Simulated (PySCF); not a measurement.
**Correlation energy of Cl (chlorine, neutral)**

[Ne] 3s1 3p6, 2S determinant (an excited configuration). Calculation: PySCF 2.14, in dyall-av3z; no relativity, point nucleus. Frozen: [Ne]; 7 electrons correlated; the 26 highest virtual orbitals of each spin left out.

```json
{"level": "CCSD", "correlation energy (mhartree)": "-321.31"}
{"level": "(T)", "correlation energy (mhartree)": "-39.01"}
{"level": "CCSD(T)", "correlation energy (mhartree)": "-360.32"}
```

Diagnostics: T1 = 0.022, D1 = 0.0468, largest double amplitude 0.202.

A double-excitation amplitude exceeds 0.15, a sign of near-degeneracy.

Cost of the coupled-cluster step: of the order of 2.2 core-seconds, for 7 correlated electrons.
